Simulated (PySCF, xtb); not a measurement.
SnH4, SMILES [SnH4].

Harmonic wavenumbers (cm⁻¹) from GFN2-xTB run with xtb 6.7.1 at its own minimum, in rising order: 674, 675, 675, 781, 781, 1685, 1925, 1926, 1928.

### Question
What does PBE-D3(BJ)/def2-TZVPD (PySCF) give at its own minimum? (An estimate is asked for; the answer gives what the named calculation found.)

### Answer
653, 653, 653, 724, 724, 1881, 1893, 1893, 1893. Paired by order, the mean absolute difference is 53 cm⁻¹ and the zero-point energies are 15.8 and 15.7 kcal/mol.
